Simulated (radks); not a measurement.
The numbers below are computed, except where a source is named.
Spherical jellium clusters: N electrons in a uniform positive sphere of charge N and radius rs N^(1/3), rs = 2.38 bohr. Level of theory: non-relativistic Kohn-Sham, PBEsol, spin-polarised, spherical densities (a radial shooting solver with Libxc functionals). Levels are named by radial order and angular momentum (1s, 1p, 1d, 2s, ...), and open shells are averaged over m.

N = 5, configuration 1s2 1p(up 3, down 0). This is the lowest configuration that the search found. Occupied and some empty levels:

level,occupation,eigenvalue (eV),<r> (bohr)
1s up,1,-7.8598,3.013
1s down,1,-6.6652,2.882
1p up,3,-4.0353,4.046
1p down,0,-2.5605,4.153
1d up,0,-0.48950,6.231

Energy (eV): total -3.61832, kinetic 20.196, external -183.42, Hartree 85.037, exchange-correlation -25.729, background 100.29.

Electron density:

r (bohr),n(r) (e/bohr^3)
0.352,0.01903
0.743,0.01911
1.14,0.01910
1.53,0.01879
1.92,0.01800
2.31,0.01657
2.70,0.01453
3.09,0.01205
3.48,0.009407
3.88,0.006914
4.27,0.004815
4.66,0.003221
5.05,0.002086
5.44,0.001320
5.83,0.0008227
6.23,0.0005069
6.62,0.0003106
7.01,0.0001901
7.40,0.0001165
7.79,0.00007134
